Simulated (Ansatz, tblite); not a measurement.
Cost and result up the ladder for SiH3(NHEt) (C₂H₉NSi) (13 atoms). Charge 0, multiplicity 1. Geometry: PBE-D4/def2-SVP.

```xyz
13

Si    1.777    0.802    0.078
H     3.035    0.609   -0.725
H     1.248    2.188   -0.236
H     2.075    0.784    1.555
N     0.730   -0.544   -0.290
C    -0.538   -0.803    0.379
C    -1.747   -0.071   -0.217
H     0.765   -0.903   -1.248
H    -0.736   -1.899    0.385
H    -0.424   -0.519    1.449
H    -1.606    1.029   -0.184
H    -2.679   -0.315    0.334
H    -1.900   -0.358   -1.279
```

Ansatz on 4 threads of Arm Neoverse V2 on a shared host; xTB runs through tblite on one thread. Times are rough, summed over both states, and most runs start from the orbitals of an earlier one. PBE0-D4/def2-TZVP serves as the yardstick here, not as an exact answer. The other state is a triplet.

The xTB rows come from tblite.

xTB has no spin-polarisation term.

```
                            level  functions  wall time  vertical triplet (eV)  difference from PBE0-D4/def2-TZVP (eV)
                         GFN2-xTB         30    0.008 s                   6.14                                    0.74
                         GFN1-xTB         39    0.025 s                   6.64                                    1.24
                 PBE-D4/def2-TZVP        184      3.9 s                   5.11                                   -0.29
                PBE0-D4/def2-TZVP        184        5 s                   5.40                                    0.00
r2SCAN-D4/def2-TZVP (with forces)        184      8.4 s                   5.23                                   -0.17
```
